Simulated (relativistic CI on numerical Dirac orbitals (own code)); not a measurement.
## Ions with 33 electrons, As to Cd15+

These numbers are calculated, not measured: Dirac-Coulomb-Breit CI, orbitals from a KLI potential per configuration, QED by a radiative potential, valence Slater integrals scaled by 0.9, P86 correlation energy added to each configuration (own radial code, finite nucleus).

CI space (outside the closed core [Ar] 3d10): 4s2.4p3, 4s.4p4, 4p5, 4s2.4p2.4d, 4s.4p3.4d, 4s2.4p2.4f, 4s2.4p.4d2, 4s2.4d3, 4s.4p.4d3, 4s2.4d2.4f. Double excitations out of closed p, d and f shells are left out; levels of such configurations are missing from the list, as are those of other unlisted configurations, and high levels can miss mixing partners.

Energies above each ion's lowest level, in eV. Levels are followed by their leading LS label, which can pass from one level to another where the coupling changes.

```csv
Ion,4s2.4p3 4S°_3/2,4s2.4p3 2D°_3/2,4s2.4p3 2D°_5/2,4s2.4p3 2P°_1/2,4s2.4p3 2P°_3/2
As,0,1.5356,1.5825,2.2434,2.2992
Se+,0,1.844,1.9257,2.9011,3.0053
Br2+,0,2.0764,2.2129,3.4134,3.5941
Kr3+,0,2.2607,2.4728,3.8669,4.1559
Rb4+,0,2.4166,2.7251,4.2995,4.7333
Sr5+,0,2.5602,2.9862,4.731,5.3512
Zr7+,0,2.8651,3.5837,5.6447,6.7833
Nb8+,0,3.0527,3.9408,6.15,7.6306
Mo9+,0,3.2825,4.35,6.7023,8.587
Tc10+,0,3.5691,4.8211,7.3126,9.6683
Ru11+,0,3.9265,5.3637,7.9912,10.89
Rh12+,0,4.3671,5.9867,8.7479,12.268
Pd13+,0,4.9017,6.6983,9.5912,13.816
Ag14+,0,5.5389,7.5057,10.529,15.547
Cd15+,0,6.2859,8.4155,11.568,17.475
```

The lowest level keeps the configuration 4s2.4p3 and J = 3/2 throughout.

Between Z = 45 and 48 the energy of 4s2.4p3 2D°_3/2 follows a local power law Z^5.6. For orientation: electrostatic splittings inside a shell grow about linearly with the screened charge, excitations that change n as its square, and fine structure as its fourth power; written in Z itself the exponents are larger, since the screened charge grows faster in proportion.

The members near neutrality are the least accurate: they can be off by several eV, miss lower levels of configurations outside the list, or start from a wrong lowest level.
